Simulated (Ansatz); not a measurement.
```yaml
crystal:
  periodic: [false, false, false]
  atoms:
    - {symbol: C, position_ang: [-0.156100, 1.408817, -0.203444]}
    - {symbol: N, position_ang: [0.121695, -0.004957, -0.227922]}
    - {symbol: Al, position_ang: [0.804041, -1.412999, -1.064673]}
    - {symbol: Si, position_ang: [-0.240931, -1.252949, 0.970921]}
    - {symbol: H, position_ang: [0.197170, 1.896472, -1.116124]}
    - {symbol: H, position_ang: [0.333574, 1.898996, 0.646380]}
    - {symbol: H, position_ang: [-1.231398, 1.604712, -0.116507]}
    - {symbol: H, position_ang: [1.538689, -1.672656, -2.439255]}
    - {symbol: H, position_ang: [-1.695779, -1.456220, 1.251213]}
    - {symbol: H, position_ang: [0.412140, -1.060315, 2.302412]}
basis:
  gaussian: {orbitals: aug-cc-pVTZ, fitting: {mean_field: def2-universal-jkfit}, final_grid: {core_spheres: 5, valence_spheres: 4, degree: 11}}
total_charge: 1
magnetization: {spin_polarized: true, initial_magnetization: 2}
hamiltonian: {xc: {name: B2GP-PLYP}}
```

```sh
$ ansatz run in.yaml --threads 2 --pin off --events-out ev --progress --plain --max-ram 4352MiB
```

(1) How does Ansatz answer? (Estimate.)

Answers

(1) Computed: The input was rejected before any iteration.
```
Error: a molecule whose nuclei and cores have a total charge of 46 cannot have a net charge of 1 together with 2 unpaired electrons
```
